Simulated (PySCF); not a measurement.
C6H4Cl, doublet (typed; the unrestricted solution is spin-contaminated), at a GFN2-xTB geometry; MP2/6-31G** in PySCF.

The PySCF input:
```python
from pyscf import gto, scf, mp

mol = gto.Mole()
mol.atom = '''
    Cl   -1.23158168    1.78779842    0.11037424
    C    -0.24903294    0.36150318    0.02231831
    C    -0.86478632   -0.87848864   -0.02994881
    C    -0.07467049   -2.02421734   -0.10069720
    C     1.27785936   -1.85497640   -0.11452164
    C     1.91899080   -0.65304962   -0.06459062
    C     1.13002066    0.49346705    0.00617853
    H    -1.94095717   -0.95740572   -0.01614208
    H    -0.53509881   -2.99895891   -0.14217376
    H     2.99461806   -0.57134804   -0.07824815
    H     1.58803999    1.46971016    0.04777049
'''
mol.basis = '6-31g**'
mol.spin = 1
mol.verbose = 4
mol.build()

mf = scf.UHF(mol)
mf.kernel()

pt = mp.MP2(mf)
pt.kernel()
print('E(MP2) = %.10f' % pt.e_tot)
```

Task: What does PySCF print? Leave out banner, timings and long lists.

Result: 
```
PySCF version 2.14.0

[INPUT] verbose = 4
[INPUT] num. atoms = 11
[INPUT] num. electrons = 57
[INPUT] charge = 0
[INPUT] spin (= nelec alpha-beta = 2S) = 1
[INPUT] symmetry False subgroup None
[INPUT] Mole.unit = angstrom
[INPUT] Symbol           X                Y                Z      unit          X                Y                Z       unit  Magmom
[INPUT]  1 Cl    -1.231581680000   1.787798420000   0.110374240000 AA   -2.327352075232   3.378449379730   0.208577084807 Bohr   0.0
[INPUT]  2 C     -0.249032940000   0.361503180000   0.022318310000 AA   -0.470604052595   0.683142003359   0.042175493463 Bohr   0.0
[INPUT]  3 C     -0.864786320000  -0.878488640000  -0.029948810000 AA   -1.634209301070  -1.660102933142  -0.056595048657 Bohr   0.0
[INPUT]  4 C     -0.074670490000  -2.024217340000  -0.100697200000 AA   -0.141106775687  -3.825216389196  -0.190290129511 Bohr   0.0
[INPUT]  5 C      1.277859360000  -1.854976400000  -0.114521640000 AA    2.414804216112  -3.505397363532  -0.216414534936 Bohr   0.0
[INPUT]  6 C      1.918990800000  -0.653049620000  -0.064590620000 AA    3.626367047560  -1.234084927551  -0.122058582016 Bohr   0.0
[INPUT]  7 C      1.130020660000   0.493467050000   0.006178530000 AA    2.135429562500   0.932517575997   0.011675729552 Bohr   0.0
[INPUT]  8 H     -1.940957170000  -0.957405720000  -0.016142080000 AA   -3.667877470811  -1.809234600892  -0.030504110281 Bohr   0.0
[INPUT]  9 H     -0.535098810000  -2.998958910000  -0.142173760000 AA   -1.011190200481  -5.667210998724  -0.268669468500 Bohr   0.0
[INPUT] 10 H      2.994618060000  -0.571348040000  -0.078248150000 AA    5.659007981076  -1.079691317407  -0.147867573254 Bohr   0.0
[INPUT] 11 H      1.588039990000   1.469710160000   0.047770490000 AA    3.000960655957   2.777349684891   0.090273142936 Bohr   0.0

nuclear repulsion = 307.085750625627
number of shells = 56
number of NR pGTOs = 241
number of NR cGTOs = 122
basis = 6-31g**
ecp = {}

******** <class 'pyscf.scf.uhf.UHF'> ********
method = UHF
initial guess = minao
damping factor = 0
level_shift factor = 0
DIIS = <class 'pyscf.scf.diis.CDIIS'>
diis_start_cycle = 1
diis_space = 8
diis_damp = 0
SCF conv_tol = 1e-09
SCF conv_tol_grad = None
SCF max_cycles = 50
direct_scf = True
direct_scf_tol = 1e-13
number electrons alpha = 29  beta = 28
Set gradient conv threshold to 3.16228e-05
init E= -690.976069727693

cycle= 1 E= -688.840748063253  delta_E= 2.14  |g|= 0.365  |ddm|= 2.47
cycle= 2 E= -688.935145002399  delta_E= -0.0944  |g|= 0.178  |ddm|= 0.696
cycle= 3 E= -688.953048092691  delta_E= -0.0179  |g|= 0.07  |ddm|= 0.303
cycle= 4 E= -688.957708784004  delta_E= -0.00466  |g|= 0.0224  |ddm|= 0.128
cycle= 5 E= -688.958427221696  delta_E= -0.000718  |g|= 0.0137  |ddm|= 0.0375
cycle= 6 E= -688.95897566326  delta_E= -0.000548  |g|= 0.0111  |ddm|= 0.032
cycle= 7 E= -688.959452293008  delta_E= -0.000477  |g|= 0.011  |ddm|= 0.028
cycle= 8 E= -688.959437589274  delta_E= 1.47e-05  |g|= 0.011  |ddm|= 0.00083
cycle= 9 E= -688.957665998844  delta_E= 0.00177  |g|= 0.00898  |ddm|= 0.112
cycle= 10 E= -688.95556823238  delta_E= 0.0021  |g|= 0.00578  |ddm|= 0.206
cycle= 11 E= -688.954696950684  delta_E= 0.000871  |g|= 0.00481  |ddm|= 0.136
cycle= 12 E= -688.95056843401  delta_E= 0.00413  |g|= 0.0172  |ddm|= 0.314
cycle= 13 E= -688.955484488497  delta_E= -0.00492  |g|= 0.00422  |ddm|= 0.433
cycle= 14 E= -688.955205962347  delta_E= 0.000279  |g|= 0.00408  |ddm|= 0.0418
cycle= 15 E= -688.956175642653  delta_E= -0.00097  |g|= 0.00545  |ddm|= 0.129
cycle= 16 E= -688.955248990247  delta_E= 0.000927  |g|= 0.00401  |ddm|= 0.123
cycle= 17 E= -688.954548973423  delta_E= 0.0007  |g|= 0.00442  |ddm|= 0.109
cycle= 18 E= -688.954072056471  delta_E= 0.000477  |g|= 0.00549  |ddm|= 0.063
cycle= 19 E= -688.953723627985  delta_E= 0.000348  |g|= 0.00651  |ddm|= 0.0378
cycle= 20 E= -688.95383121976  delta_E= -0.000108  |g|= 0.00616  |ddm|= 0.011
cycle= 21 E= -688.954421700359  delta_E= -0.00059  |g|= 0.00461  |ddm|= 0.0718
cycle= 22 E= -688.954112407342  delta_E= 0.000309  |g|= 0.0054  |ddm|= 0.04
cycle= 23 E= -688.954174818882  delta_E= -6.24e-05  |g|= 0.00519  |ddm|= 0.00747
cycle= 24 E= -688.9547139477  delta_E= -0.000539  |g|= 0.00406  |ddm|= 0.0751
cycle= 25 E= -688.954898502657  delta_E= -0.000185  |g|= 0.00391  |ddm|= 0.0288
cycle= 26 E= -688.954873475775  delta_E= 2.5e-05  |g|= 0.00393  |ddm|= 0.00393
cycle= 27 E= -688.95537894326  delta_E= -0.000505  |g|= 0.00417  |ddm|= 0.0788
cycle= 28 E= -688.954692476373  delta_E= 0.000686  |g|= 0.00414  |ddm|= 0.107
cycle= 29 E= -688.95334043758  delta_E= 0.00135  |g|= 0.0077  |ddm|= 0.157
cycle= 30 E= -688.95336536659  delta_E= -2.49e-05  |g|= 0.0076  |ddm|= 0.00222
cycle= 31 E= -688.95347118292  delta_E= -0.000106  |g|= 0.00726  |ddm|= 0.00927
cycle= 32 E= -688.9533748275  delta_E= 9.64e-05  |g|= 0.00757  |ddm|= 0.00842
cycle= 33 E= -688.953749328327  delta_E= -0.000375  |g|= 0.00637  |ddm|= 0.0348
cycle= 34 E= -688.953793446931  delta_E= -4.41e-05  |g|= 0.00624  |ddm|= 0.0045
cycle= 35 E= -688.954483462867  delta_E= -0.00069  |g|= 0.00443  |ddm|= 0.0842
cycle= 36 E= -688.955273624567  delta_E= -0.00079  |g|= 0.00404  |ddm|= 0.122
cycle= 37 E= -688.954231427473  delta_E= 0.00104  |g|= 0.00497  |ddm|= 0.156
cycle= 38 E= -688.953711267878  delta_E= 0.00052  |g|= 0.00645  |ddm|= 0.0586
cycle= 39 E= -688.953714146025  delta_E= -2.88e-06  |g|= 0.00646  |ddm|= 0.000761
cycle= 40 E= -688.953701914281  delta_E= 1.22e-05  |g|= 0.00649  |ddm|= 0.00122
cycle= 41 E= -688.953789490549  delta_E= -8.76e-05  |g|= 0.00623  |ddm|= 0.00883
cycle= 42 E= -688.953660965113  delta_E= 0.000129  |g|= 0.00662  |ddm|= 0.0129
cycle= 43 E= -688.953577190178  delta_E= 8.38e-05  |g|= 0.00689  |ddm|= 0.00796
cycle= 44 E= -688.95360571453  delta_E= -2.85e-05  |g|= 0.00677  |ddm|= 0.00264
cycle= 45 E= -688.955276688615  delta_E= -0.00167  |g|= 0.00403  |ddm|= 0.225
cycle= 46 E= -688.954337605314  delta_E= 0.000939  |g|= 0.0047  |ddm|= 0.142
cycle= 47 E= -688.953710555021  delta_E= 0.000627  |g|= 0.00644  |ddm|= 0.0725
cycle= 48 E= -688.95331366356  delta_E= 0.000397  |g|= 0.00771  |ddm|= 0.036
cycle= 49 E= -688.953738702539  delta_E= -0.000425  |g|= 0.00635  |ddm|= 0.0389
cycle= 50 E= -688.95275720457  delta_E= 0.000981  |g|= 0.00953  |ddm|= 0.0806
SCF not converged.
SCF energy = -688.95275720457 after 50 cycles  <S^2> = 1.1924803  2S+1 = 2.402066

******** <class 'pyscf.mp.ump2.UMP2'> ********
nocc = (np.int64(29), np.int64(28)), nmo = (122, 122)
Init E(MP2) = -0.865416003931587
cycle = 1  E_corr(MP2) = -0.865448535658002  dE = -3.25317264e-05  norm(t2) = 0.000646505
cycle = 2  E_corr(MP2) = -0.865449027430037  dE = -4.91772034e-07  norm(t2) = 1.66386e-06
cycle = 3  E_corr(MP2) = -0.865449027951692  dE = -5.2165583e-10  norm(t2) = 5.66423e-09
E(UMP2) = -689.818206232522  E_corr = -0.865449027951692
E(SCS-UMP2) = -689.790888504391  E_corr = -0.838131299820662
E_corr(same-spin) = -0.231239461986195
E_corr(oppo-spin) = -0.634209565965498
E(MP2) = -689.8182062325
```

Convergence was not reached.
